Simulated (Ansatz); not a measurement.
Computed with Ansatz.

Basis-set series for Br3HOTi, SMILES `[OH][Ti]([Br])([Br])[Br]`. The species carries charge 0 and has multiplicity 1. The geometry is a stationary point of PBE0-D4/def2-TZVP. It is one conformer, not always the lowest.

```json
{"functional": "PBE0-D4", "basis": "def2-SVP", "functions": "146", "energy (Eh)": "-8645.74565", "HOMO (eV)": "-8.36", "LUMO (eV)": "-3.34"}
{"functional": "PBE0-D4", "basis": "def2-TZVPP", "functions": "253", "energy (Eh)": "-8646.89244", "HOMO (eV)": "-8.46", "LUMO (eV)": "-3.31"}
{"functional": "ωB97M-V", "basis": "def2-SVP", "functions": "146", "energy (Eh)": "-8646.39826", "HOMO (eV)": "-10.40", "LUMO (eV)": "-1.27"}
{"functional": "ωB97M-V", "basis": "def2-TZVPP", "functions": "253", "energy (Eh)": "-8647.54130", "HOMO (eV)": "-10.55", "LUMO (eV)": "-1.28"}
```

Give the rows for def2-QZVPP. (An estimate is asked.)

The calculation gave: 
```json
{"functional": "PBE0-D4", "basis": "def2-QZVPP", "functions": "447", "energy (Eh)": "-8647.07053", "HOMO (eV)": "-8.48", "LUMO (eV)": "-3.32"}
{"functional": "ωB97M-V", "basis": "def2-QZVPP", "functions": "447", "energy (Eh)": "-8647.71218", "HOMO (eV)": "-10.56", "LUMO (eV)": "-1.30"}
```

Scalar relativity is left out up to krypton.
